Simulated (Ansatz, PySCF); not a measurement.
Zr(Cl)3(SH) (Cl3HSZr), SMILES [SH][Zr]([Cl])([Cl])[Cl], multiplicity 1. Atoms are numbered in the order given.

```xyz
6

Zr     0.0411     0.0129    -0.1034
Cl     1.4550    -1.0268    -1.6562
Cl     1.1336     0.0674     1.9690
Cl    -0.6689     2.1242    -0.8038
S     -1.9790    -1.3147     0.1184
H     -1.2591    -2.3985     0.5107
```

Coordinates come from a B3LYP-D3(BJ)/def2-SVP optimisation. The spin state was assumed, not searched. The structure was generated by enumeration; whether it is a known compound was not checked. The def2 effective core potentials stand for the cores of Zr; spin–orbit coupling is left out. Other conformers were not sampled.

Two levels are set side by side: PBE-D3(BJ)/def2-SVP (Ansatz, a program for electronic structure) and B3LYP-D3(BJ)/def2-SVP (Ansatz). Each level has its own optimised geometry; the coordinates shown are those of the second. Frequencies come from the Hessian of PySCF at each geometry. Differences are taken from unrounded values.

```csv
quantity,B3LYP-D3(BJ)
mean bond length (Å),2.162
bond Zr1–Cl2 (Å),2.343
bond Zr1–Cl3 (Å),2.343
bond Zr1–Cl4 (Å),2.335
bond Zr1–S5 (Å),2.427
bond S5–H6 (Å),1.359
highest harmonic wavenumber (cm⁻¹),2634
mean harmonic wavenumber (cm⁻¹),445
zero-point energy (kcal/mol),7.63
```

Question: What does PBE-D3(BJ) give, and how far is it from B3LYP-D3(BJ)? (Estimate from the structure and the level; the computed values follow.)

Answer: 
```csv
quantity,PBE-D3(BJ),PBE-D3(BJ) minus B3LYP-D3(BJ)
mean bond length (Å),2.162,0.001
bond Zr1–Cl2 (Å),2.342,-0.001
bond Zr1–Cl3 (Å),2.342,-0.001
bond Zr1–Cl4 (Å),2.334,-0.001
bond Zr1–S5 (Å),2.426,-0.002
bond S5–H6 (Å),1.368,0.009
highest harmonic wavenumber (cm⁻¹),2582,-52
mean harmonic wavenumber (cm⁻¹),434,-11
zero-point energy (kcal/mol),7.45,-0.18
```
